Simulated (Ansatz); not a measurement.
Steps of a relaxation of `O=CB(F)F` with RKS PBE0-D4/def2-TZVP.

```sh
$ ansatz run in.yaml --threads 2 --pin off --events-out ev --progress --plain --max-ram 4352MiB
```

```yaml
crystal:
  periodic: [false, false, false]
  atoms:
    - {symbol: O, position_ang: [-0.176808, -1.001879, 1.489522]}
    - {symbol: C, position_ang: [-0.008611, 0.010120, 0.828977]}
    - {symbol: B, position_ang: [0.020756, -0.025095, -0.784869]}
    - {symbol: F, position_ang: [-0.200984, -1.146449, -1.445826]}
    - {symbol: F, position_ang: [0.270806, 1.082682, -1.472166]}
    - {symbol: H, position_ang: [0.136941, 1.016622, 1.338063]}
basis:
  gaussian: {orbitals: def2-TZVP}
hamiltonian: {xc: pbe0, dispersion: d4}
relax: {f_tol: 0.005, max_steps: 150}
```

Positions (Å) and forces (eV/Å) along the path, 7 of 7 steps:

```xyz
6
step=1 energy=-9207.1689 eV
O    -0.177   -1.002    1.490    0.195    1.191   -0.746
C    -0.009    0.010    0.829   -0.083   -0.456    0.746
B     0.021   -0.025   -0.785   -0.012   -0.108   -0.455
F    -0.201   -1.146   -1.446    0.119    0.584    0.337
F     0.271    1.083   -1.472   -0.124   -0.537    0.374
H     0.137    1.017    1.338   -0.095   -0.674   -0.256
6
step=2 energy=-9207.1977 eV
O    -0.176   -0.987    1.479    0.018    0.152   -0.081
C    -0.009    0.013    0.825    0.015    0.030    0.123
B     0.019   -0.027   -0.782   -0.001   -0.024   -0.229
F    -0.198   -1.141   -1.439    0.044    0.220    0.142
F     0.268    1.076   -1.462   -0.046   -0.189    0.130
H     0.138    1.001    1.332   -0.030   -0.188   -0.086
6
step=3 energy=-9207.1998 eV
O    -0.178   -0.983    1.478    0.009   -0.023    0.020
C    -0.005    0.013    0.824   -0.040    0.028   -0.017
B     0.021   -0.027   -0.782    0.011    0.000   -0.028
F    -0.197   -1.137   -1.435    0.002   -0.005    0.009
F     0.265    1.074   -1.458   -0.003    0.003    0.011
H     0.136    0.996    1.327    0.020   -0.003    0.006
6
step=4 energy=-9207.2000 eV
O    -0.191   -0.981    1.478   -0.002    0.002   -0.007
C    -0.007    0.014    0.823    0.002   -0.008    0.019
B     0.021   -0.027   -0.782   -0.006    0.004   -0.007
F    -0.184   -1.140   -1.435    0.004    0.001    0.000
F     0.253    1.077   -1.458    0.000   -0.004    0.000
H     0.151    0.993    1.328    0.002    0.005   -0.004
6
step=5 energy=-9207.2000 eV
O    -0.195   -0.981    1.477   -0.001    0.003    0.007
C    -0.007    0.014    0.824    0.001   -0.004   -0.014
B     0.021   -0.026   -0.783   -0.003    0.001    0.014
F    -0.181   -1.141   -1.434    0.002    0.003   -0.004
F     0.249    1.078   -1.458    0.000   -0.001   -0.006
H     0.156    0.993    1.328    0.000   -0.002    0.004
6
step=6 energy=-9207.2000 eV
O    -0.200   -0.979    1.477    0.004    0.014   -0.010
C    -0.006    0.014    0.823   -0.008   -0.011    0.012
B     0.020   -0.026   -0.783    0.009   -0.001    0.009
F    -0.176   -1.142   -1.434   -0.001    0.010   -0.003
F     0.245    1.079   -1.458   -0.005   -0.008   -0.004
H     0.161    0.991    1.328    0.001   -0.004   -0.004
6
step=7 energy=-9207.2000 eV
O    -0.202   -0.979    1.478    0.000    0.000    0.000
C    -0.006    0.013    0.824    0.000    0.001    0.000
B     0.021   -0.026   -0.782    0.000    0.001    0.001
F    -0.175   -1.142   -1.434    0.000   -0.001   -0.001
F     0.242    1.079   -1.459    0.000    0.000    0.001
H     0.163    0.991    1.328    0.000    0.000    0.000
```

Run time 9.5 s (2 threads of an AMD EPYC 9R45 on a shared host); peak host memory 0.31 GiB.
